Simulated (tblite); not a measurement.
Input of a run (GFN2-xTB geometry optimisation, gas phase (tblite 0.8.0)), started from a force field or distance geometry:
```
{"job": {"kind": "relax", "xc": "GFN2-xTB", "basis": "xTB"}, "charge": 0, "multiplicity": 2}
O      2.297700     1.217200    -0.085700
C      1.856200     0.043500     0.013800
C      0.437400    -0.268600     0.034100
N     -0.145800    -1.488700     0.133100
C     -1.496600    -1.376100     0.116100
C     -1.763800    -0.030500    -0.029000
N     -0.568200     0.630300    -0.075500
H      2.544300    -0.808100     0.121300
H     -2.729000     0.420000    -0.084600
H     -0.423400     1.665600    -0.166200
```

Output (eV, eV/Å):
```
step      E/eV     max force
  0    -540.52419    3.519
  1    -540.69846    3.549
  2    -540.78896    1.058
  3    -540.81896    0.577
  4    -540.83522    0.254
  5    -540.83908    0.213
  6    -540.84364    0.209
  7    -540.84571    0.195
  8    -540.84685    0.067
  9    -540.84714    0.045
 10    -540.84728    0.041
 11    -540.84737    0.028
 12    -540.84741    0.021
 13    -540.84743    0.013
 14    -540.84745    0.017
 15    -540.84747    0.015
 16    -540.84749    0.013
 17    -540.84750    0.014
 18    -540.84752    0.015
 19    -540.84755    0.018
 20    -540.84758    0.018
 21    -540.84761    0.012
 22    -540.84762    0.006
```

Q: Summarise the run.

A: The energy falls by 0.323 eV over 22 L-BFGS steps, the largest force on an atom goes from 3.52 to 0.006 eV/Å, and the atoms move by 0.050 Å rms after alignment. The bond that changes most is O1=C2 (ends: oxygen bonded to C; carbon bonded to C, O and H), which shortens by 0.048 Å. Bonds longer at the end by more than 0.005 Å: 1 of 10; shorter: 6. Among the angles that change most is N4–C5–C6, from 106.0° to 112.2°. The energy never rose by more than 1e-5 eV on the way. The first step brought 54 % of the lowering.

Q: What are the final bond lengths?

A: O1=C2 1.210 Å, C2–C3 1.442 Å, C3–N4 1.329 Å, N4–C5 1.311 Å, C5–C6 1.375 Å, C6–N7 1.358 Å, C3–N7 1.371 Å, C2–H8 1.101 Å, C6–H9 1.069 Å, N7–H10 1.010 Å. Numbering counts from 1 in the input's order; the species is `[nH]1c(n[c]c1)C=O` [radical].

Its GFN2-xTB frequencies are all real (lowest 144 cm⁻¹).

The values belong to the conformer `[O:1]=[CH:2][c:3]1[n:4][c:5][cH:6][nH:7]1`: O1–C2–C3–N4 180°.

All values are computed, not measured.
